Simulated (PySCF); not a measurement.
Correlation energy of K⁷⁺ (potassium, charge +7)

Starting occupation: [Ne] 3s2. Calculation: PySCF 2.14, in an even-tempered Gaussian basis (19 s from 0.096 bohr⁻², ratio 2.6; 13 p from 0.12 bohr⁻², ratio 2.6; 7 d from 0.13 bohr⁻², ratio 2.8; 4 f from 2.9 bohr⁻², ratio 2.8); X2C-1e with screened-nucleus spin-orbit coupling, Gaussian nucleus. Frozen: 1s2; 10 electrons correlated; the 44 highest virtual spinors left out.

MP2 pair energies summed by pair of shells (mhartree):

| pair | energy | share (%) |
| --- | --- | --- |
| 2p1/2-2p3/2 | -93.46 | 25.3 |
| 2p3/2-2p3/2 | -89.27 | 24.2 |
| 3s1/2-3s1/2 | -48.21 | 13.1 |
| 2p3/2-2s1/2 | -40.28 | 10.9 |
| 2p3/2-3s1/2 | -27.05 | 7.3 |
| 2p1/2-2p1/2 | -21.35 | 5.8 |
| 2p1/2-2s1/2 | -20.19 | 5.5 |
| 2p1/2-3s1/2 | -13.36 | 3.6 |
| 2s1/2-2s1/2 | -10.04 | 2.7 |
| 2s1/2-3s1/2 | -5.51 | 1.5 |

Total MP2 correlation energy: -368.72 mhartree.

The virtual space was cut to 48 spinors, which keep -286.71 of the -368.72 mhartree of MP2 correlation.

```
  level  correlation energy (mhartree)
   CCSD                        -303.72
    (T)                          -1.45
CCSD(T)                        -305.17
```

Diagnostics: T1 = 0.0014, largest double amplitude 0.100.

Cost of the coupled-cluster step: roughly 28 core-seconds, for 10 occupied and 48 virtual spinors.

The coupled-cluster values are those of the cut space; adding the MP2 remainder, -82.01 mhartree, estimates the full space.
